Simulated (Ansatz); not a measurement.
Basis-set extrapolation for C3H7AlO (PBE0-D4/def2-TZVP geometry, frozen core, the Gaussian-basis code of Ansatz). Multiplicity 1, RHF reference.

|  | def2-TZVPP | def2-QZVPP |
| --- | --- | --- |
| HF | -434.559186 | -434.575613 |
| MP2 correlation | -0.819960 | -0.876623 |
| CCSD(T) correlation | -0.895204 | not run |

Energies in hartree. Use E(X) = E(∞) + A·exp(−7.88·√X) for Hartree–Fock and E(X) = E(∞) + B·X^(−2.97) for correlation, with X = 3 and 4, and add CCSD(T) minus MP2 of the smaller set to the MP2 limit.

Question: What is the CCSD(T) energy at the basis-set limit?

Answer: HF limit: -434.575613 + (-0.016427) × 0.13774 = -434.57788. MP2 limit: -0.876623 + (-0.056663) × 0.74074 = -0.91860. Higher-order term: -0.895204 − (-0.819960) = -0.07524. Total: -435.57172 hartree, 3.19 eV below CCSD(T)/def2-TZVPP.
